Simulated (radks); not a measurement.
Results of a calculation; reference values are marked as such.
The rubidium ion Rb+, configuration [Ar] 3d9.75 4s2 4p6 5p0.25 (fractional occupations, a model configuration). Level of theory: scalar-relativistic Kohn-Sham, PBE, spin-unpolarised, spherical densities, point nucleus (a radial shooting solver on a logarithmic mesh with Libxc functionals).

Unscreened Slater integrals over Kohn-Sham orbitals (eV). Empty in this configuration: 5s.

| integral | value |
|---|---|
| F0(5p,5p) | 4.4328 |
| F2(5p,5p) | 2.3848 |
| F0(5p,4p) | 5.7034 |
| F2(5p,4p) | 1.1163 |
| G0(5p,4p) | 0.24831 |
| G2(5p,4p) | 0.30978 |
| F0(5p,4s) | 5.7710 |
| G1(5p,4s) | 0.37633 |
| F0(5p,3d) | 6.0253 |
| F2(5p,3d) | 0.34935 |
| G1(5p,3d) | 0.097234 |
| G3(5p,3d) | 0.093800 |
| F0(5p,5s) | 4.9264 |
| G1(5p,5s) | 3.0100 |
| F0(4p,4p) | 14.647 |
| F2(4p,4p) | 7.6524 |
| F0(4p,4s) | 15.717 |
| G1(4p,4s) | 10.482 |
| F0(4p,3d) | 19.130 |
| F2(4p,3d) | 4.0139 |
| G1(4p,3d) | 1.2984 |
| G3(4p,3d) | 1.2184 |
| F0(4p,5s) | 7.2008 |
| G1(4p,5s) | 0.55591 |
| F0(4s,4s) | 17.087 |
| F0(4s,3d) | 21.836 |
| G2(4s,3d) | 1.7947 |
| F0(4s,5s) | 7.3099 |
| G0(4s,5s) | 0.31822 |
| F0(3d,3d) | 47.717 |
| F2(3d,3d) | 23.098 |
| F4(3d,3d) | 14.586 |
| F0(3d,5s) | 7.7312 |
| G2(3d,5s) | 0.15912 |
| F0(5s,5s) | 5.7237 |

Derived for the open shells (J is the average intra-shell exchange parameter used in DFT+U). 3d: Racah B = F2/49 - 5 F4/441 = 0.3060 eV, C = 35 F4/441 = 1.158 eV, C/B = 3.78, F4/F2 = 0.631, J = (F2 + F4)/14 = 2.692 eV. 5p: J = F2/5 = 0.4770 eV.
